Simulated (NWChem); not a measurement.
# MgH₂Se; SMILES [MgH][SeH]

```xyz
4

Mg     0.0164    -1.7459     0.0000
H      0.0244    -3.4394     0.0000
Se     0.0358     0.6966     0.0000
H     -1.4380     0.7049     0.0000
```
Atoms are numbered in this order, from 1.

Results from NWChem. Geometry: optimised at PBE0/def2-SVP. Ions are spin-unrestricted doublets at the neutral geometry; other ion states weren't tried.

Task: What does the run give for PBE/def2-SVP? Quantities: −ε(HOMO) (eV).

Result: The −ε(HOMO) (eV) comes out as 5.55.
